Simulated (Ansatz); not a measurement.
Born–Oppenheimer molecular dynamics of ClFH6Si3 (11 atoms, charge 0, multiplicity 1). It starts from a relaxed structure.

Theory: RKS r2SCAN/STO-3G in Ansatz 0.2.0.

```yaml
ensemble: NVE (velocity Verlet)
time_step: 0.5 fs
steps_asked: 166
starting_velocities_drawn_for: 1500 K
masses: H 2.014 u
seed: 492289
```

First frame:

```xyz
11
Properties=species:S:1:pos:R:3
Si 0.125 -0.214 0.136
F 0.282 -0.448 1.756
Si 2.155 0.141 -0.838
H 2.977 -1.042 -0.697
H 1.977 0.404 -2.248
H 2.842 1.258 -0.230
Cl -0.970 1.624 -0.039
Si -1.172 -1.836 -0.802
H -2.432 -1.969 -0.105
H -1.428 -1.514 -2.188
H -0.479 -3.105 -0.751
```

Question: How far do the bonds stretch over the last three quarters of this one trajectory? (Pairs bonded in most of those frames.)

Answer: 
```tsv
bond	mean (Å)	spread (Å)	shortest	longest
Si1–F2	1.653	0.037	1.59	1.71
Si1–Si3	2.292	0.088	2.20	2.49
Si1–Cl7	2.186	0.145	1.96	2.38
Si1–Si8	2.298	0.086	2.18	2.42
Si3–H4	1.459	0.030	1.41	1.51
Si3–H5	1.454	0.021	1.42	1.49
Si3–H6	1.452	0.014	1.43	1.48
Si8–H9	1.454	0.044	1.38	1.52
Si8–H10	1.461	0.071	1.35	1.57
Si8–H11	1.453	0.019	1.42	1.48
```

Mean temperature of the second half: 836 K. The conserved energy stayed within 0.23 meV per atom of its start (net change 0.13 meV per atom), so the integration is sound. Over the second half the temperature averaged 0.56 of the 1500 K drawn at the start: a run that starts near a minimum puts about half its kinetic energy into the potential. A run of 0.083 ps of so small a system gives no equilibrium averages. Limits of this set-up: minimal basis.

The run took 8 min on 1 thread of Intel(R) Xeon(R) Platinum 8488C (Sapphire Rapids), with other jobs on the host, peak memory 0.15 GiB.
